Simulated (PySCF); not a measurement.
# Working out the ionisation energy of Te

Te [Kr] 4d10 5s2 5p4 (3P) → Te⁺ [Kr] 4d10 5s2 5p3 (4S). All numbers are calculated (PySCF 2.14, scalar relativity by spin-free X2C-1e, in x2c-TZVPPall with one added diffuse shell each of s, p, d, f type (9s7p5d3f, 76 functions)). Frozen: [Ar] 3d10. Energies in hartree (1 hartree = 27.21139 eV):

```tsv
part	Te (lower)	Te⁺ (upper)
UHF	-6790.855660	-6790.570447
MP2 opposite-spin	-0.348081	-0.328138
MP2 same-spin	-0.198269	-0.193347
```

What does Hartree-Fock give?

(-6790.570447) − (-6790.855660) = 0.285213 hartree = 7.761 eV.

What do MP2 and SCS-MP2 (6/5 opposite-spin, 1/3 same-spin) give?

The opposite-spin parts differ by 0.543 eV and the same-spin parts by 0.134 eV. MP2: 7.761 + (0.543) + (0.134) = 8.438 eV. SCS-MP2: 7.761 + 1.2 × (0.543) + (0.134)/3 = 8.457 eV.

Measured between the centres of the two terms (NIST): 8.749 eV, so MP2 (valence and next inner shell) is off by -0.311 eV.

What remains against the reference includes basis incompleteness, the frozen core and correlation beyond second order.
